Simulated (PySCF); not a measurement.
**MO2- across group 3**

Level: PBE0, basis family def2-TZVPD, scalar-relativistic core potentials from Rb on and no relativity for lighter atoms.

Each entry is the lowest minimum that a search over a few typed start shapes (and spin states, where more than one is plausible) found, or that minimum re-optimised at the stated level; isomers with ligand–ligand bonds, or fragments after loss of a ligand pair, can lie lower. Open shells are unrestricted; no spin–orbit coupling; PySCF with density fitting.

```json
{"molecule": "ScO₂⁻", "2S+1": "?", "point group": "?", "mean bond to the central atom (Å)": "?", "highest ω (cm⁻¹)": "?", "lowest ω (cm⁻¹)": "?", "polar-tensor charge of the central atom": "?", "distinct angles (°)": "?"}
{"molecule": "YO₂⁻", "2S+1": "1", "point group": "C2v", "mean bond to the central atom (Å)": "1.926", "highest ω (cm⁻¹)": "735", "lowest ω (cm⁻¹)": "193", "polar-tensor charge of the central atom": "1.48", "distinct angles (°)": "118"}
{"molecule": "LaO₂⁻", "2S+1": "1", "point group": "C2v", "mean bond to the central atom (Å)": "2.032", "highest ω (cm⁻¹)": "684", "lowest ω (cm⁻¹)": "203", "polar-tensor charge of the central atom": "1.46", "distinct angles (°)": "110"}
```

Q: Fill in the row of ScO₂⁻.

A: 2S+1: 1; point group: C2v; mean bond to the central atom (Å): 1.800; highest ω (cm⁻¹): 808; lowest ω (cm⁻¹): 190; polar-tensor charge of the central atom: 1.90; distinct angles (°): 131.

The bond lengthens at every step; the largest change, 0.126 Å, falls between ScO₂⁻ and YO₂⁻ among the members listed.

Left out of the table are members whose search was unfinished or whose lowest solution was spin-contaminated, unstable, very soft or bonded differently.
